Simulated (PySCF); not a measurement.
Species: C₃H₅F₃S.
Numbering: `[CH3:1][C@@H:2]([SH:3])[C:4]([F:5])([F:6])[F:7]` (hydrogens: H8, H9, H10 on C1; H11 on C2; H12 on S3)

Cartesian coordinates in Å at the GFN2-xTB level; atoms count from 1:
```xyz
12
C3H5F3S angstrom
C     -1.127   -0.682    0.288
C     -0.058   -0.045   -0.586
S     -0.527    1.634   -1.145
C      1.275    0.011    0.148
F      2.255    0.551   -0.582
F      1.691   -1.220    0.494
F      1.202    0.718    1.286
H     -2.073   -0.699   -0.247
H     -0.845   -1.702    0.541
H     -1.253   -0.114    1.208
H      0.101   -0.614   -1.505
H     -0.640    2.160    0.074
```

Method: PySCF, TDDFT PBE0/def2-SVPD, vertical, gas phase, core orbitals frozen in the response.

Kohn–Sham orbitals with the atoms that hold most of them (Löwdin shares over 4%, at most four atoms; ? is withheld):

```csv
orbital,ε (eV),atoms
HOMO-3,-11.06,"C1 22%, C2 18%, S3 15%, F5 12%"
HOMO-2,-10.81,"C1 24%, C2 21%, H10 12%, H11 10%"
HOMO-1,-9.84,"S3 55%, C2 14%, C1 8%, H12 6%"
HOMO,-7.43,?
LUMO,?,?
LUMO+1,0.37,"S3 55%, H12 13%, C2 11%, C1 4%"
LUMO+2,0.97,"S3 32%, H11 13%, H12 10%, H9 9%"
```

**Question.** Which atoms hold the LUMO, and with what shares?

**Answer.** S3 (bonded to C and H) 53%; C2 (bonded to 2 C, S and H) 12%; H12 (bonded to S) 11%; C1 (bonded to C and 3 H) 6%. By element: sulfur 53%, carbon 18% or more, hydrogen 11% or more.

**Question.** Give the leading atoms of the HOMO.

**Answer.** S3 (bonded to C and H) 76%; C2 (bonded to 2 C, S and H) 8%; H12 (bonded to S) 6%; C1 (bonded to C and 3 H) 4%. By element: sulfur 76%, carbon 12% or more, hydrogen 6% or more.

**Question.** What is the LUMO energy, and the HOMO–LUMO gap?

**Answer.** ε(LUMO) = 0.04 eV; the gap is 7.47 eV (0.2746 hartree).

**Question.** How does S1 compare with the orbital gap of 7.47 eV?

**Answer.** S1 is at 5.74 eV (f = 0.0007), 1.74 eV below the gap, made of HOMO→LUMO (92%). Without the coupling terms of the response equations the lowest excitation would equal the gap.

**Question.** One configuration dominates each of S1 and S2. Which, and how do the shares of the two leading atoms of either orbital change from the occupied to the empty one?

**Answer.** 
- S1 (5.74 eV, f 0.0007), HOMO→LUMO (92%): S3 76% → 53%, C2 8% → 12%
- S2 (6.45 eV, f 0.038), HOMO→LUMO+1 (97%): S3 76% → 55%, C2 8% → 11%, H12 6% → 13%

Löwdin shares depend on the basis, the more so with diffuse functions.

One conformer stands for the species.

Without π bonds the low states may be Rydberg-like; a valence basis with one diffuse set may place them up to an eV too high.
